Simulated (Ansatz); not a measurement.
Geometry optimisation, RKS PBE/def2-SVP (Ansatz).

Input file:

```yaml
crystal:
  periodic: [false, false, false]
  atoms:
    - { symbol: Al, position_ang: [0.2846, 0.0183, 0.3377] }
    - { symbol: O, position_ang: [-0.9234, 1.3482, -0.8997] }
    - { symbol: "N", position_ang: [2.0126, 0.3795, 0.1635] }
    - { symbol: "N", position_ang: [-0.7981, -0.432, 1.6674] }
    - { symbol: H, position_ang: [-0.9169, 0.228, -1.5063] }
    - { symbol: S, position_ang: [-0.4524, -1.4923, -1.6985] }
    - { symbol: H, position_ang: [-0.5769, 2.0087, -1.4965] }
    - { symbol: H, position_ang: [2.701, 0.2169, 0.8833] }
    - { symbol: H, position_ang: [2.4983, 0.5656, -0.7043] }
    - { symbol: H, position_ang: [-1.778, -0.1777, 1.6674] }
    - { symbol: H, position_ang: [-0.5474, -0.7642, 2.5877] }
    - { symbol: H, position_ang: [-1.5033, -1.899, -1.0018] }
basis:
  gaussian: { orbitals: def2-SVP }
hamiltonian:
  xc: pbe
relax:
  f_tol: 0.15
  max_steps: 25
  restrain:
    - { distance: [0, 5], at: 2.26, k: 30.0 }
    - { distance: [4, 1], at: 0.97, k: 30.0 }
    - { distance: [0, 1], at: 3.17, k: 30.0 }
    - { distance: [4, 5], at: 2.66, k: 30.0 }
```

Command:

```bash
$ ansatz run input.yaml --threads 2 --pin off --max-ram 3072MiB --backend cpu --events-out ev --progress --plain --runs-dir out
```

**Question.** Where does it end, and by what steps?

**Answer.** It converged. The restraints hold the end off the free minimum. After 9 steps the energy has fallen by 0.442 eV (the restraints' own energy left out); H5 moved furthest, 0.85 Å. Joined: O2–H5 (1.27 → 0.98 Å).

```json
{"step": "0", "energy less start (eV)": "0.0000", "largest force component (eV/Å)": "3.283", "accepted": "yes"}
{"step": "1", "energy less start (eV)": "0.0342", "largest force component (eV/Å)": "4.061", "accepted": "yes"}
{"step": "2", "energy less start (eV)": "-0.0937", "largest force component (eV/Å)": "1.611", "accepted": "yes"}
{"step": "3", "energy less start (eV)": "-0.0425", "largest force component (eV/Å)": "2.192", "accepted": "yes"}
{"step": "4", "energy less start (eV)": "-0.2245", "largest force component (eV/Å)": "0.853", "accepted": "yes"}
{"step": "5", "energy less start (eV)": "-0.3063", "largest force component (eV/Å)": "0.529", "accepted": "yes"}
{"step": "6", "energy less start (eV)": "-0.3439", "largest force component (eV/Å)": "0.953", "accepted": "yes"}
{"step": "7", "energy less start (eV)": "-0.4220", "largest force component (eV/Å)": "0.372", "accepted": "yes"}
{"step": "8", "energy less start (eV)": "-0.4328", "largest force component (eV/Å)": "0.279", "accepted": "yes"}
{"step": "9", "energy less start (eV)": "-0.4420", "largest force component (eV/Å)": "0.396", "accepted": "yes"}
```

```xyz
12
Properties=species:S:1:pos:R:3
Al 0.353 -0.512 0.272
O -1.288 1.777 -1.163
N 2.016 0.129 0.216
N -0.675 -0.581 1.724
H -1.346 0.943 -1.670
S -0.320 -1.509 -1.634
H -0.473 2.176 -1.522
H 2.415 0.786 0.892
H 2.722 -0.125 -0.478
H -1.697 -0.546 1.698
H -0.350 -0.404 2.677
H -1.357 -2.136 -1.013
```

Time of the run: 22 s on 2 threads of Intel(R) Xeon(R) Platinum 8375C CPU @ 2.90GHz (Ice Lake), on a shared host, peak memory 0.17 GiB.
